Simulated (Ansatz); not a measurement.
A structure relaxed at PBE-D4/def2-SVP in Ansatz, charge 0, singlet:

Cartesian coordinates in Å:
```
Pt 4.278 0.520 -4.274
Pt 2.302 1.222 -2.902
Pt 0.287 2.688 -3.040
Pt -2.035 1.969 -2.365
Pt -4.107 3.033 -3.284
Pt 4.507 0.278 -1.788
Pt 2.193 -0.105 -0.591
Pt -0.054 0.310 -1.926
Pt -2.304 0.068 -0.540
Pt -4.421 1.482 -1.338
Pt 4.438 -0.920 0.423
Pt 2.076 -1.785 1.448
Pt -0.067 -0.781 0.414
Pt -2.112 -0.545 1.951
Pt -4.288 0.751 1.054
Pt 3.955 -0.925 2.915
Pt 2.221 -2.555 3.947
Pt -0.006 -1.679 2.993
Pt -2.384 -2.147 3.902
Pt -4.479 -0.877 3.003
```

Q: Give its formula.

A: Pt₂₀ (started as a model of: Pt20 flat piece).

Q: Summarise the bond lengths by kind (pairs closer than 1.2 times the sum of covalent radii, bridged metal pairs left out).

A: 43 × Pt–Pt 2.50 to 2.73 Å.

In the def2 sets Pt takes a core potential; there is no spin–orbit coupling. Single mean-field runs in def2-SVP are fitted with def2-universal-jkfit. The restricted singlet is unstable towards broken spin symmetry in Hartree–Fock (as tested in another run); at PBE-D4/def2-SVP this wasn't settled. Another isomer (singlet) lies 5.55 eV lower at PBE0-D4/def2-TZVP; other spin states weren't run for this one.
